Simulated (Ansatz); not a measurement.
The cluster Na21: single points at one geometry.

```yaml
crystal:
  periodic: [false, false, false]
  atoms:
    - {symbol: Na, position_ang: [-4.426179, 0.525440, 2.311439]}
    - {symbol: Na, position_ang: [2.116575, 2.692375, -2.607875]}
    - {symbol: Na, position_ang: [-1.106759, -3.047181, -1.573455]}
    - {symbol: Na, position_ang: [4.147384, -2.204692, 0.534527]}
    - {symbol: Na, position_ang: [3.008826, -5.375926, 1.870569]}
    - {symbol: Na, position_ang: [-0.963627, 0.334694, 2.540237]}
    - {symbol: Na, position_ang: [-2.326723, 3.373740, 1.063261]}
    - {symbol: Na, position_ang: [-0.442809, -5.857724, 0.510026]}
    - {symbol: Na, position_ang: [3.152992, -0.997907, -2.838859]}
    - {symbol: Na, position_ang: [2.672185, 0.163753, 2.662504]}
    - {symbol: Na, position_ang: [1.212956, 3.005393, 1.000926]}
    - {symbol: Na, position_ang: [-4.903985, 2.405216, -1.207713]}
    - {symbol: Na, position_ang: [0.873904, -0.094333, -0.582025]}
    - {symbol: Na, position_ang: [-2.715894, -0.155800, -0.552254]}
    - {symbol: Na, position_ang: [4.298556, 1.450715, -0.141023]}
    - {symbol: Na, position_ang: [0.717465, -2.797745, 1.743001]}
    - {symbol: Na, position_ang: [0.052123, 5.570189, -1.180060]}
    - {symbol: Na, position_ang: [-3.366717, 5.564116, -1.636023]}
    - {symbol: Na, position_ang: [-2.781705, -2.806369, 1.789407]}
    - {symbol: Na, position_ang: [-1.366527, 2.464896, -2.280901]}
    - {symbol: Na, position_ang: [2.147958, -4.212881, -1.425709]}
basis:
  gaussian: {orbitals: def2-SVP, initial_orbitals: start.molden}
magnetization: {spin_polarized: true, initial_magnetization: 1}
hamiltonian: {xc: pbe}
scf: {omitted_lower_state_checks: [starts]}
output: {orbitals: {seedname: orbitals}}
```

The file start.molden holds the orbitals of an earlier run on this structure, at another level or in another basis.

```sh
$ ansatz run in.yaml --threads 2 --pin off --events-out ev --progress --plain --max-ram 31744MiB --backend cuda --devices 0, --max-vram 18GiB
```

Output, abridged:

```
Functional definition: PBE
3675 factors; their error is unknown
mean field evaluation 1: about -92647.9803 eV, gradient 5.1e0 eV
mean field evaluation 2: about -92648.1347 eV, gradient 2.5e-1 eV
mean field evaluation 4: about -92647.3718 eV, gradient 2.4e-2 eV
mean field evaluation 8: about -92647.3719 eV, gradient 2.5e-5 eV
mean field evaluation 16: about -92647.3719 eV, gradient 8.0e-6 eV
mean field -92647.37186862 eV, -3404.7281175278 hartree, gradient 2.0e-6 eV, S^2 0.774417; 0 other end points of the search recorded, 0 dependent functions left out
reference -92647.37194553 eV, -3404.7281203541 hartree; 116, 115 occupied and 199, 200 virtual orbitals, 3675 factors
Total energy: -92647.37194553 eV, -3404.7281203541 hartree
Checks for a lower state left out: starts
```

Hardware: 2 threads of AMD EPYC 7R13 on a shared host and a share (18 GiB) of an NVIDIA H100 80GB HBM3. Wall time 8.5 s, peak host memory 1.2 GiB.

The first input with `gaussian: {orbitals: def2-TZVP, fitting: {mean_field: def2-universal-jkfit}, initial_orbitals: start.molden}`, `output: {forces: true, orbitals: {seedname: orbitals}}` (abridged; 13 s):

```
Functional definition: PBE
mean field -92681.30125960 eV, -3405.9749996478 hartree, gradient 1.0e-5 eV, S^2 0.775121
Total energy: -92681.30134840 eV, -3405.9750029112 hartree
Atom 0 force     0.013978    -0.002425    -0.011502 eV/Å
Atom 1 force    -0.002840    -0.004782     0.011460 eV/Å
Atom 2 force     0.006408    -0.013322    -0.002380 eV/Å
Atom 3 force    -0.004102     0.000718    -0.004401 eV/Å
Atom 4 force    -0.014981     0.012600    -0.013077 eV/Å
Atom 5 force    -0.009796     0.006194     0.002531 eV/Å
Atom 6 force     0.009878    -0.001459    -0.003451 eV/Å
Atom 7 force     0.010535     0.023676    -0.005575 eV/Å
Atom 8 force    -0.003760    -0.001774     0.009574 eV/Å
Atom 9 force    -0.000800     0.000354    -0.021307 eV/Å
Atom 10 force     0.007163     0.007646     0.008482 eV/Å
Atom 11 force     0.014540     0.012331     0.007081 eV/Å
Atom 12 force    -0.016302     0.010487     0.004375 eV/Å
Atom 13 force    -0.004253    -0.018916    -0.004552 eV/Å
Atom 14 force    -0.007801    -0.002904     0.000365 eV/Å
Atom 15 force     0.012963    -0.005007     0.022377 eV/Å
Atom 16 force    -0.015878    -0.019268     0.001222 eV/Å
Atom 17 force     0.009308    -0.014550     0.006682 eV/Å
Atom 18 force     0.007025     0.008170    -0.013646 eV/Å
Atom 19 force    -0.000167     0.005402    -0.005025 eV/Å
Atom 20 force    -0.011117    -0.003169     0.010768 eV/Å
Dipole moment:    -0.056011    -0.066124    -0.028051 e Å
Checks for a lower state left out: starts
```

Geometry: PBE/def2-SVP.

Single mean-field runs in def2-TZVP are fitted with def2-universal-jkfit. Another isomer (doublet) lies 0.28 eV lower at PBE0/def2-TZVP; other spin states weren't run for this one.
